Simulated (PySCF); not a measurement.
Identify the unknown among the candidates.

All candidates are C7H7N.

| technique | computed result |
| --- | --- |
| Rotational structure | rotational constants A, B, C: 5.659, 1.727, 1.452 GHz [PBE0-D3(BJ)/def2-SVP] |
| UV, strongest line | among the 6 lowest singlet transitions: S2 at 4.60 eV (269 nm, f = 0.314) [TDDFT PBE0/def2-SVPD] |
| UV, first state | lowest singlet excitation: 4.12 eV (301 nm, f = 0.000) [TDDFT PBE0/def2-SVPD] |
| Dipole | 2.50 D [PBE0/def2-SVPD] |
| Polarisability | 86.0 au [PBE0/def2-SVPD] |

Electronic properties: PySCF, gas phase, density fitting. Levels stand in brackets. Geometry: PBE0-D3(BJ)/def2-SVP, one conformer, isolated molecule.

**Question.** Which candidate is it?
A. `C=C[C@@H]1[C@H]2[C@@H](C#N)[C@@H]12`
B. `C=NC1=C[C@@H]2[C@@H]3[C@H]1[C@H]23`
C. `N#C[C@@]12CC=C[C@@H]1C2`

**Answer.** B. It is `C=NC1=C[C@@H]2[C@@H]3[C@H]1[C@H]23`. Numbering: `[CH2:1]=[N:2][C:3]1=[CH:4][C@@H:5]2[C@@H:6]3[C@H:7]1[C@H:8]23`. Its formula, C7H7N, gives 5 degrees of unsaturation: 3 rings and 2 π bonds in the structure found. S1 is mainly HOMO−1→LUMO (weight 0.97); the largest Löwdin shares of the orbital it empties are 0.46 on the imine nitrogen, 0.10 on the imine carbon and 0.08 on the vinylic carbon bearing nitrogen, of the orbital it fills 0.29 on the imine carbon, 0.21 on the alkene CH carbon, 0.19 on the imine nitrogen and 0.08 on the vinylic carbon bearing nitrogen. The optimised geometry has point group Cs and is an asymmetric top.

The others, at the same levels:
- `N#C[C@@]12CC=C[C@@H]1C2` fails: its computed lowest singlet excitation is 6.29 eV (197 nm, f = 0.116) (against 4.12 eV), static isotropic polarisability is 79.0 au (against 86.0 au) and rotational constant A is 4.444 GHz (against 5.659 GHz).
- `C=C[C@@H]1[C@H]2[C@@H](C#N)[C@@H]12` fails: its computed lowest singlet excitation is 6.55 eV (189 nm, f = 0.003) (against 4.12 eV), static isotropic polarisability is 81.0 au (against 86.0 au) and rotational constant A is 6.696 GHz (against 5.659 GHz).

Each candidate is one conformer, not necessarily the lowest. The conformers computed, where there is a choice (atom-mapped SMILES and torsion angles):
- `[CH2:1]=[CH:2][C@@H:3]1[C@H:4]2[C@@H:5]([C:6]#[N:7])[C@@H:8]12`: C1–C2–C3–C4 33°

The conformers of `C=NC1=C[C@@H]2[C@@H]3[C@H]1[C@H]23` and `N#C[C@@]12CC=C[C@@H]1C2` aren't listed.
